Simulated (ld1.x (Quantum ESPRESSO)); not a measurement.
## Before and after: TM semilocal potential for manganese (Mn)

Mn (Z = 25), norm-conserving Troullier–Martins (semilocal form), made with ld1.x (Quantum ESPRESSO) 7.5 (PBEsol, scalar-relativistic). Core [Ar], reference 3d5 4s2 4p0. Waves: 4s (bound): rc 2.60 bohr; 4p (bound, empty): rc 2.80 bohr; 3d (bound): rc 1.25 bohr. Local part: the d channel. Core correction: none.

All-electron outer shells of the reference configuration (PBEsol, scalar-relativistic, ld1.x):

```
shell  level (eV)  outermost node (bohr)  outermost maximum (bohr)
   3s      -85.64                   0.34                      0.74
   3p      -54.48                   0.31                      0.75
   3d       -6.79                      –                      0.76
   4s       -5.12                   1.05                      2.51
   4p       -1.35                   1.16                      3.38
```

Change: core correction a·sin(br)/r model core inside 1.40 bohr.

Cutoffs: the cutoffs (Ry, on a coarse ladder) from which the occupation-weighted sum of valence levels, in a spherical-Bessel basis at the reference potential, stays within 10 and 1 mRy of its value at 400 Ry; they do not see the model core or the augmentation charge, which bear on the density cutoff. Errors are all-electron minus pseudo energies relative to the spin-unpolarised reference configuration.

Predict the effect on cutoff, ghosts and configuration errors.

The potential gets neither clearly harder nor softer (140 Ry and 160 Ry → 140 Ry and 160 Ry); of the 7 tests that both files solve, the error grows in 6 and shrinks in 0 by more than 15 % and 0.3 meV (median size 4.4 → 15.5 meV); neither file shows a bound ghost. A semilocal file is local in each channel, so a ghost entry of none says nothing of the separable form that plane-wave codes build from it. A model core, the more so a compact one, raises the density cutoff, which this test does not measure.

```tsv
quantity	base	changed
cutoff, loose	140 Ry	140 Ry
cutoff, tight	160 Ry	160 Ry
bound ghosts	none	none
error for 3d5 4s1 4p0, meV [ΔE 8.43 eV]	-4.4	-7.0
error for 3d5 4s0 4p0, meV [ΔE 23.94 eV]	+19	-51
error for 3d4 4s0 4p0, meV [ΔE 56.42 eV]	+59	-235
error for 3d6 4s0 4p0, meV [ΔE 6.77 eV]	-180	-227
error for 3d5 4s0 4p2, meV [ΔE 7.96 eV]	+2.0	-11
error for 3d5 4s0 4p1, meV [ΔE 13.19 eV]	+2.3	-16
error for 3d5 4s1.5 4p0, meV [ΔE 3.37 eV]	-1.3	-1.4
s: phases at 3.04 bohr within 0.05 rad from the reference energy up to (Ry; the scan ends near 5)	1.8	1.8
p: phases at 3.04 bohr within 0.05 rad from the reference energy up to (Ry; the scan ends near 5)	2.5	2.5
d: phases at 3.04 bohr within 0.05 rad from the reference energy up to (Ry; the scan ends near 5)	4.6	4.6
```
